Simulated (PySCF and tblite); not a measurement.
Computed ¹H and ¹³C shifts (ppm) of 4 molecules with 3 carbons each, averaged over conformers at 298.15 K: GIAO PBE0/pcSseg-1 on PBE0-D3(BJ)/def2-SVP geometries, unscaled, against TMS (¹H), TMS (¹³C) at the same level; H on other atoms than carbon is left out (PySCF, tblite).

P. ¹H: 6.00 (1H), 5.45 (1H), 5.40 (1H), 2.07 (3H) ¹³C: 146.9 (1C), 118.1 (1C), 20.7 (1C)
Q. ¹H: 5.03 (2H), 3.68 (2H), 2.50 (1H), 0.98 (1H) ¹³C: 56.1 (2C), 28.8 (1C)
R. ¹H: 3.32 (3H), 3.27 (2H), 3.26 (2H) ¹³C: 74.9 (1C), 58.8 (1C), 40.0 (1C)
S. ¹H: 3.32 (2H), 1.52 (2H), 1.04 (3H) ¹³C: 52.0 (1C), 29.0 (1C), 12.9 (1C)

The molecules:
1. C₃H₆O₃S, SMILES O=S1OCCCO1
2. C3H6S, SMILES C=CSC
3. C3H7BrO, SMILES COCCBr
4. C3H7Cl, SMILES CCCCl

(1) Which spectrum belongs to which molecule?

Unscaled shifts at such levels can be off by 15 ppm or more for ¹³C and 0.8 ppm for ¹H.

For scale, the study of O=S1OCCCO1 took 100 s on 1 thread of Arm Neoverse V1 (shared host) (rough), launched as `OMP_NUM_THREADS=1 python ens_run.py task.json out`.

Results:

(1) P is 2; Q is 1; R is 3; S is 4.

Assigned:
1. [O:1]=[S:2]1[O:3][CH2:4][CH2:5][CH2:6][O:7]1: ¹³C: 56.1 (C4/C6), 28.8 (C5) ppm.
2. [CH2:1]=[CH:2][S:3][CH3:4]: ¹³C: 146.9 (C2), 118.1 (C1), 20.7 (C4) ppm.
3. [CH3:1][O:2][CH2:3][CH2:4][Br:5]: ¹³C: 74.9 (C3), 58.8 (C1), 40.0 (C4) ppm.
4. [CH3:1][CH2:2][CH2:3][Cl:4]: ¹³C: 52.0 (C3), 29.0 (C2), 12.9 (C1) ppm.
